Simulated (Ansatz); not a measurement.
Isolated molecules relaxed with PBE0-D4/def2-TZVP in Ansatz; ΔE leaves out vibrations. CBS: MP2 limit from def2 TZ/QZ plus the TZ coupled-cluster correction, frozen cores. This one scheme is used for every species. Functionals use def2-TZVPP. For Mg outer-core shells are correlated without core-valence functions, which leaves a few kJ/mol of doubt a bond. Each species was taken in one conformer, which may not be the lowest.

Consider the substitution at a C–C bond: `CC(=N)F` + `[SH][Mg][Cl]` → `C[S][Mg][Cl]` + `N=CF`.

```tsv
level	ΔE (kJ/mol)
PBE-D4	56.5
revPBE-D4	53.8
PBE0-D4	60.1
BHLYP-D4	61.4
```

Q: What does CCSD(T)/CBS give? (Estimate.)

A: Ansatz gave: +59.2 kJ/mol. The listed levels differ from it by -2.7, -5.4, 0.9, 2.2 kJ/mol.

Largest T1 diagnostic among the species: 0.013.

At CCSD(T), def2-SVP lies +6.9 kJ/mol from the extrapolated value and def2-TZVPP +1.3 kJ/mol. In def2-TZVPP, CCSD(T) changes the Hartree–Fock value by −3.4 kJ/mol (the triples alone add −1.3 kJ/mol) and MP2 by −4.4 kJ/mol. From BLYP to BHLYP (50 % exact exchange), in def2-TZVPP and without D4, ΔE moves by +8.3 kJ/mol.
